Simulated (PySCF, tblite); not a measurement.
Rigid-rotor lines calculated for a species of formula C5H12Si3 (commonest isotopes; PBE0/pcSseg-1 in PySCF (dipole) on a GFN2-xTB geometry, gas phase), labelled J(Ka,Kc):

```json
{"transition": "1(0,1) ← 0(0,0)", "MHz": "1464.9"}
{"transition": "2(1,2) ← 1(1,1)", "MHz": "2706.0"}
{"transition": "2(0,2) ← 1(0,1)", "MHz": "2863.1"}
{"transition": "1(1,1) ← 0(0,0)", "MHz": "1899.2"}
{"transition": "2(1,1) ← 1(1,0)", "MHz": "3153.6"}
```

(1) Find the rotational constants.

(2) What moments of inertia, asymmetry and inertial defect follow?

(3) Which dipole components do these lines need?

(4) Where do these fall, and of which type are they? 2(1,1) ← 1(0,1); 1(1,0) ← 0(0,0); 2(2,1) ← 2(1,1); 2(1,1) ← 2(0,2); 2(2,1) ← 1(1,0); 2(2,0) ← 1(1,0); 1(1,1) ← 1(0,1); 2(2,0) ← 1(1,1); 2(2,0) ← 2(1,1); 2(2,1) ← 1(1,1); 2(0,2) ← 1(1,1).

(5) Which structure gave them?

Results:

(1) 1(0,1) ← 0(0,0) is B + C, 2(1,1) ← 1(1,0) is 3B + C and 2(1,2) ← 1(1,1) is B + 3C, so B − C is half the difference of the last two, 223.8 MHz. 1(1,1) ← 0(0,0) is A + C. A = 1278.7, B = 844.4, C = 620.5 MHz.

(2) I = 505379 MHz·u·Å² over each constant: Ia = 395.23, Ib = 598.54, Ic = 814.41 u·Å²; κ = (2B − A − C)/(A − C) = -0.320 (asymmetric top); Δ = Ic − Ia − Ib = -179.36 u·Å².

(3) μa and μb (a-type: ΔKa even, ΔKc odd; b-type: both odd). The calculation gives |μa| = 0.45 D, |μb| = 0.35 D, |μc| = 0.68 D.

(4) 
```json
{"transition": "1(1,1) ← 1(0,1)", "MHz": "434", "type": "c", "branch": "Q"}
{"transition": "2(1,1) ← 2(0,2)", "MHz": "949", "type": "b", "branch": "Q"}
{"transition": "2(2,1) ← 2(1,1)", "MHz": "1303", "type": "c", "branch": "Q"}
{"transition": "2(2,0) ← 2(1,1)", "MHz": "1370", "type": "b", "branch": "Q"}
{"transition": "1(1,0) ← 0(0,0)", "MHz": "2123", "type": "c", "branch": "R"}
{"transition": "2(0,2) ← 1(1,1)", "MHz": "2429", "type": "b", "branch": "R"}
{"transition": "2(1,1) ← 1(0,1)", "MHz": "3812", "type": "c", "branch": "R"}
{"transition": "2(2,1) ← 1(1,0)", "MHz": "4457", "type": "b", "branch": "R"}
{"transition": "2(2,0) ← 1(1,0)", "MHz": "4523", "type": "c", "branch": "R"}
{"transition": "2(2,1) ← 1(1,1)", "MHz": "4680", "type": "c", "branch": "R"}
{"transition": "2(2,0) ← 1(1,1)", "MHz": "4747", "type": "b", "branch": "R"}
```

(5) `C1C[SiH]1[Si@H]([SiH2]C)C#C`, point group C1. Three constants can't fix a structure by themselves; this is the one that was computed:
```
atom  x, y, z in Å
C1     0.649    3.625    0.354
C2     0.410    2.591   -0.212
Si3    0.100    0.970   -1.060
Si4    1.940   -0.416   -0.720
C5     2.343   -0.472    1.134
Si6   -1.932    0.238   -0.255
C7    -2.427   -1.535   -0.692
C8    -1.930   -1.372    0.739
H9     0.847    4.536    0.843
H10   -0.048    1.357   -2.481
H11    3.151    0.008   -1.439
H12    1.651   -1.786   -1.173
H13    3.199   -1.109    1.338
H14    1.505   -0.856    1.709
H15    2.572    0.520    1.513
H16   -3.107    1.053    0.058
H17   -1.799   -2.128   -1.344
H18   -3.467   -1.804   -0.801
H19   -0.997   -1.868    0.972
H20   -2.666   -1.541    1.512
```

The values belong to one conformer (point group C1) with, in the numbering `[CH:1]#[C:2][Si@@H:3]([SiH2:4][CH3:5])[SiH:6]1[CH2:7][CH2:8]1`, C2–Si3–Si4–C5 51°, C2–Si3–Si6–C7 -170°. Its GFN2-xTB frequencies are all real (lowest 15 cm⁻¹). Zero-point vibration and centrifugal distortion are left out. A rigid rotor knows nothing of internal rotation, which can split or shift real lines.

Time: 74 s wall; peak memory 0.93 GiB. Hardware: one thread of an Arm Neoverse N1, no GPU, shared host. This is the PBE0/pcSseg-1 job that gave the dipole, with the shieldings it also computed.
